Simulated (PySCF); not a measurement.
Species: MoNMe3, C3H9MoN (singlet state).
Bonds: Mo1–N2, Mo1–C3, Mo1–C7, Mo1–C11. Hydrogens: H4, H5, H6 on C3; H8, H9, H10 on C7; H12, H13, H14 on C11.

Computed with PBE0-D3(BJ)/def2-SVP geometry optimisation, gas phase, def2 core potentials past Kr (PySCF 2.14.0).

Problem. List the bond lengths and angles at this level.

Solution. 
| bond | length (pm) |
| --- | --- |
| Mo1–N2 | 162.3 |
| Mo1–C3, Mo1–C7, Mo1–C11 | 209.8 |
| C3–H4 and 8 like bonds | 110.4 |

Bonds in one row agree within 1 pm and their mean is given. A selection of angles:
| angle | degrees |
| --- | --- |
| N2–Mo1–C3 | 102.4 |
| C3–Mo1–C7 | 116.1 |
| Mo1–C3–H4 | 111.1 |
| Mo1–C3–H5 | 110.4 |
| Mo1–C3–H6 | 108.5 |
| H4–C3–H5 | 109.9 |
| H4–C3–H6 | 107.5 |

Mo1 (molybdenum bonded to 3 C and N) is distorted tetrahedral (angles from 102.3° to 116.1°). All 3 C–Mo bonds measure 2.098 to 2.099 Å.

Point group: near C3v, missed by 0.18 Å at most; the miss may be what the optimiser left on a soft mode. PBE0-D3(BJ)/def2-SVP frequencies: not computed here.
